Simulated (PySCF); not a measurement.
Spinor energies of Au³⁷⁺ (gold, charge +37)

Start: [Kr] 4d6; 4d3/2 filled at m_j = -3/2, -1/2, +1/2, +3/2; 4d5/2 filled at m_j = +3/2, +5/2. Calculated with PySCF 2.14 in an uncontracted even-tempered set (17 s from 4.1 bohr⁻², ratio 2.8; 14 p from 5.4 bohr⁻², ratio 2.8; 9 d from 5.4 bohr⁻², ratio 2.8; 3 f from 22 bohr⁻², ratio 3): generalised Hartree-Fock with the X2C-1e Hamiltonian and a Gaussian nucleus; one run each with spin-orbit coupling (SO) switched off, then screened by Boettger's factors.

```json
{"spinor shell": "1s1/2", "electrons": "2", "ε, spin-free (eV)": "-82750.3", "ε, screened SO (eV)": "-82717.8", "weight of nominal j (screened SO)": "1.000", "rms radius, screened SO (bohr)": "0.0190"}
{"spinor shell": "2s1/2", "electrons": "2", "ε, spin-free (eV)": "-16054.9", "ε, screened SO (eV)": "-16043.8", "weight of nominal j (screened SO)": "1.000", "rms radius, screened SO (bohr)": "0.0769"}
{"spinor shell": "2p1/2", "electrons": "2", "ε, spin-free (eV)": "-14105.8", "ε, screened SO (eV)": "-15428.7", "weight of nominal j (screened SO)": "1.000", "rms radius, screened SO (bohr)": "0.0651"}
{"spinor shell": "2p3/2", "electrons": "4", "ε, spin-free (eV)": "-14105.8", "ε, screened SO (eV)": "-13584.2", "weight of nominal j (screened SO)": "1.000", "rms radius, screened SO (bohr)": "0.0731"}
{"spinor shell": "3s1/2", "electrons": "2", "ε, spin-free (eV)": "-5037.0", "ε, screened SO (eV)": "-5032.8", "weight of nominal j (screened SO)": "1.000", "rms radius, screened SO (bohr)": "0.195"}
{"spinor shell": "3p1/2", "electrons": "2", "ε, spin-free (eV)": "-4460.0", "ε, screened SO (eV)": "-4759.5", "weight of nominal j (screened SO)": "1.000", "rms radius, screened SO (bohr)": "0.186"}
{"spinor shell": "3p3/2", "electrons": "4", "ε, spin-free (eV)": "-4460.0", "ε, screened SO (eV)": "-4338.2", "weight of nominal j (screened SO)": "1.000", "rms radius, screened SO (bohr)": "0.201"}
{"spinor shell": "3d3/2", "electrons": "4", "ε, spin-free (eV)": "-3841.6", "ε, screened SO (eV)": "-3896.1", "weight of nominal j (screened SO)": "1.000", "rms radius, screened SO (bohr)": "0.176"}
{"spinor shell": "3d5/2", "electrons": "6", "ε, spin-free (eV)": "-3841.6", "ε, screened SO (eV)": "-3801.3", "weight of nominal j (screened SO)": "1.000", "rms radius, screened SO (bohr)": "0.181"}
{"spinor shell": "4s1/2", "electrons": "2", "ε, spin-free (eV)": "-2167.3", "ε, screened SO (eV)": "-2165.7", "weight of nominal j (screened SO)": "1.000", "rms radius, screened SO (bohr)": "0.404"}
{"spinor shell": "4p1/2", "electrons": "2", "ε, spin-free (eV)": "-1949.7", "ε, screened SO (eV)": "-2048.8", "weight of nominal j (screened SO)": "0.999", "rms radius, screened SO (bohr)": "0.406"}
{"spinor shell": "4d3/2", "electrons": "4", "ε, spin-free (eV)": "-1717.3", "ε, screened SO (eV)": "-1729.2", "weight of nominal j (screened SO)": "0.985", "rms radius, screened SO (bohr)": "0.421"}
{"spinor shell": "4d5/2", "electrons": "2", "ε, spin-free (eV)": "-1717.3", "ε, screened SO (eV)": "-1703.1", "weight of nominal j (screened SO)": "0.985", "rms radius, screened SO (bohr)": "0.428"}
```

(1) Where does 4p3/2 lie, and what is the 4p spin-orbit splitting (screened SO)?

| quantity | spin-free | screened SO |
| --- | --- | --- |
| E (hartree) | -18193.12537 | -18223.92048 |
| M_J | 4 | 4 |
| ⟨J²⟩ | 20.001 | 20.009 |
| ⟨L²⟩ | 6.000 | 12.452 |
| ⟨S²⟩ | 6.000 | 3.103 |

Each row is a mean over spinors that exchange with the open shell spreads, by up to 23.440 eV (4p3/2).

Breit and QED terms are absent; they matter most for the inner s and p1/2 levels.

Densities and radii are taken from the X2C orbitals without a picture-change correction, which distorts them close to the nucleus.

Without spin-orbit coupling the j labels of p, d and f shells carry no meaning; the spin-free column gives the mean over the occupied spinors of each nl shell.

Answers

(1) At -1908.1 eV, 140.66 eV above 4p1/2.
